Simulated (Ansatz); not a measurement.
Harmonic frequencies (cm⁻¹) at PBE0-D4/def2-TZVP from Ansatz: 131, 150, 191, 336, 501, 725, 821, 897, 1134, 1184, 1214, 1478, 1488, 1504, 3020, 3096, 3118, 3841.

Each molecule was computed in one conformer, which needn't be the lowest.

Which molecule is it?
A. `C1O[SiH2]O1`
B. `CO[Si]O`
C. `O=CO[SiH3]`
D. `CS[Si]Cl`

B.
